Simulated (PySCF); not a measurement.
# Orbital picture of CsBe

B2PLYP at R = 3.800 Å; basis Cs def2-SVPD with ECP46, Be def2-SVPD; scalar-relativistic core potentials; PySCF 2.14. State: ²Σ⁺ (doublet), unpaired electrons σ ↑. Only the outer orbitals are listed, counted within each symmetry, core potentials removing the inner ones.

| spin | orbital | occ. | ε (eV) | on Cs (%) | main shells (%) |
| --- | --- | --- | --- | --- | --- |
| α | 2σ | 1 | -31.86 | 100 | 100 Cs s |
| α | 1π | 1 | -16.31 | 100 | 100 Cs p |
| α | 1π | 1 | -16.31 | 100 | 100 Cs p |
| α | 3σ | 1 | -16.25 | 100 | 100 Cs p |
| α | 4σ | 1 | -6.86 | 5 | 94 Be s |
| α | 5σ | 1 | -2.96 | 71 | 70 Cs s, 29 Be p |
| α | 6σ | 0 | -0.51 | 50 | 49 Be p, 30 Cs s, 19 Cs p |
| α | 2π | 0 | -0.32 | 59 | 57 Cs p, 40 Be p |
| α | 2π | 0 | -0.32 | 59 | 57 Cs p, 40 Be p |
| β | 2σ | 1 | -31.79 | 100 | 100 Cs s |
| β | 1π | 1 | -16.27 | 100 | 100 Cs p |
| β | 1π | 1 | -16.27 | 100 | 100 Cs p |
| β | 3σ | 1 | -16.21 | 100 | 100 Cs p |
| β | 4σ | 1 | -6.55 | 4 | 94 Be s |
| β | 5σ | 0 | -0.71 | 91 | 82 Cs s, 8 Be p, 8 Cs p |
| β | 2π | 0 | -0.20 | 49 | 52 Be p, 44 Cs p |
| β | 2π | 0 | -0.20 | 49 | 52 Be p, 44 Cs p |

Q: Which are the highest filled and the lowest empty level, where do they sit, and how wide is the gap?

A: Highest filled α 5σ at -2.96 eV (in %: 70 Cs s, 29 Be p); lowest empty β 5σ at -0.71 eV (in %: 82 Cs s, 8 Be p, 8 Cs p); the gap at B2PLYP is 2.25 eV.

- bond order (Mayer): 0.49
- ⟨S²⟩: 0.783
- charge on Cs (Mulliken, basis-dependent): 0.20
- charge on Cs (Löwdin, basis-dependent): 0.08
- dipole moment (positive dipole means Cs(−)Be(+)): -2.95 D

Correlated steps freeze no core orbitals. Spin–orbit coupling is left out. B2PLYP dipoles, levels and charges come from its SCF part alone. The state was picked by a PBE0 search and need not be the measured ground state.
